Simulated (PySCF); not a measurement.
A structure optimised at PBE-D3(BJ)/def2-SVP, used in a PySCF frequency run:

```
In
N 1 2.0577
H 2 1.0291 1 112.87
H 2 1.0293 3 106.91 1 -121.69
N 1 2.0577 2 129.30 3 48.69
H 5 1.0291 1 112.87 2 -48.69
H 5 1.0293 6 106.91 1 121.69
Cl 1 2.3820 2 114.11 3 -150.49
```
Charge 0, spin multiplicity 1.

Task: Write its SMILES, formula and point group.

Result: [NH2][In]([NH2])[Cl], ClH4InN2, Cs

Task: What are its rotational constants (standard atomic weights)?

Result: 4.2246, 2.3915, 1.5414 GHz
